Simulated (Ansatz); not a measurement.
System: C₂H₆Cl₂Sn, charge 0, multiplicity 1. SMILES: [Cl][Sn]([Cl])([CH3])[CH3]
Geometry: optimised at B3LYP-D3(BJ)/def2-TZVP (Ansatz, a program for electronic structure).

Wanted: atomisation energy (electronic, to ground-state atoms), in kcal/mol. Valence correlation only, unless marked. Open shells are spin-unrestricted. Spin-orbit coupling is left out. Frozen are the shells of the preceding noble gas and the d and f shells that filled before the atom's block. In def2 rows, elements after Kr have scalar-relativistic effective core potentials. STO-3G rows are all-electron and non-relativistic. The coupled-cluster limit lacks core correlation, which all-electron functionals hold. Basis-set limits of correlation are two-point, X^-3; Hartree-Fock from the larger set.

```json
[
 {"level": "HF/def2-SVPD", "program": "Ansatz", "atomisation energy (kcal/mol)": "674.5"},
 {"level": "PBE-D4/def2-TZVPD", "program": "Ansatz + dftd4", "atomisation energy (kcal/mol)": "908.2"},
 {"level": "PBE0/def2-TZVPD", "program": "Ansatz", "atomisation energy (kcal/mol)": "893.4"},
 {"level": "BHLYP-D3(BJ)/def2-TZVPD", "program": "Ansatz + dftd3", "atomisation energy (kcal/mol)": "876.7"},
 {"level": "MP2/def2-QZVPP", "program": "Ansatz", "atomisation energy (kcal/mol)": "903.2"},
 {"level": "RI-MP2/def2-TZVPP", "program": "Ansatz", "atomisation energy (kcal/mol)": "888.7"},
 {"level": "SCS-MP2/STO-3G", "program": "Ansatz", "atomisation energy (kcal/mol)": "1004.4"},
 {"level": "SCS-MP2/def2-SVP", "program": "Ansatz", "atomisation energy (kcal/mol)": "843.4"},
 {"level": "CCSD(T)/STO-3G", "program": "Ansatz", "atomisation energy (kcal/mol)": "1010.1"},
 {"level": "CCSD(T)/CBS(def2-TZVPPD,def2-QZVPPD)", "program": "Ansatz", "atomisation energy (kcal/mol)": "900.9"}
]
```
